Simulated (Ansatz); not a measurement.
Ansatz (a quantum-chemistry and plane-wave program) input (B3LYP-D3(BJ)/def2-TZVP):

Ansatz 0.2 input:
```yaml
crystal:
  periodic: [false, false, false]
  atoms:
    - {symbol: Si, position_ang: [-0.02804729, 0.00720484, 0.83871330]}
    - {symbol: F, position_ang: [1.14548142, -0.78604654, -0.40087784]}
    - {symbol: F, position_ang: [-1.16040522, 0.74225288, -0.47249013]}
basis:
  gaussian:
    orbitals: def2-TZVP
hamiltonian:
  xc: b3lyp
  dispersion: d3bj
total_charge: -1
magnetization: {spin_polarized: true, initial_magnetization: 1}
relax: {f_tol: 0.002, max_steps: 150}
```

End of the output:

```
the calculation of the forces begins
reference -13317.29726047 eV, -489.4016475338 hartree; 17, 16 occupied and 82, 83 virtual orbitals, 573 factors
relax step   6: F+E_penalty+E_count = -13317.35011598 eV  Δ(F+E_penalty+E_count) = -2.417e-7 eV  max|allowed force component| = 1.900e-3 eV/Å  Δτ_max = 0.0003 Å  (21 SCF iters, accepted)
integrals: 0.02 GiB planned
573 factors; their error is unknown
mean field: 0.31 GiB planned
mean field evaluation 64: about -13317.2531 eV, gradient 4.3e-2 eV
mean field -13317.29708564 eV, -489.4016411090 hartree, gradient 2.0e-5 eV, S^2 0.756999; 1 other end points of the search recorded, 0 dependent functions left out
the calculation of the forces begins
reference -13317.29726047 eV, -489.4016475338 hartree; 17, 16 occupied and 82, 83 virtual orbitals, 573 factors
Total energy: -13317.35029081 eV, -489.4035963629 hartree
Atom 0 at    -0.026351     0.004869     0.738808 Å, force    -0.000031     0.000044     0.001900 eV/Å
Atom 1 at     1.051556    -0.723188    -0.353768 Å, force    -0.000350     0.000220    -0.000962 eV/Å
Atom 2 at    -1.068177     0.681730    -0.419695 Å, force     0.000381    -0.000264    -0.000939 eV/Å
Dipole moment:     0.003747    -0.005317    -0.233783 e Å
```
